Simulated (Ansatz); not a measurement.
Reaction (hydrogenolysis of a B–S bond): `C=C(F)B(S)Cl` + H₂ → `C=C(F)BCl` + H₂S

Calculated with Ansatz (gas phase, PBE0-D4/def2-TZVP geometries, no zero-point term in ΔE). CBS: MP2 limit from def2 TZ/QZ plus the TZ coupled-cluster correction, frozen cores. This one scheme is used for every species. DFT in def2-TZVPP. B3LYP here is the variant with VWN-RPA as its local correlation; programs differ in this. One conformer a species, not always the lowest.

```tsv
species	B3LYP energy (Eh)
`C=C(F)B(S)Cl`	-1061.29948
H₂	-1.18000
`C=C(F)BCl`	-663.03893
H₂S	-399.42676
```

Problem. Work out ΔE.

Solution. ΔE = (-663.03893) + (-399.42676) − (-1061.29948) − (-1.18000) = 0.01379 Eh = +0.38 eV. CCSD(T)/CBS gives +0.52 eV.

Largest T1 diagnostic among the species: 0.013.

The D4 term adds +0.14 eV with B3LYP and +0.07 eV with PBE0; it sums over pairs of atoms, weighted by their polarisabilities, and B3LYP, whose exchange is more repulsive, gets the larger term. From PBE to PBE0 (25 % exact exchange), in def2-TZVPP and without D4, ΔE moves by −0.05 eV.
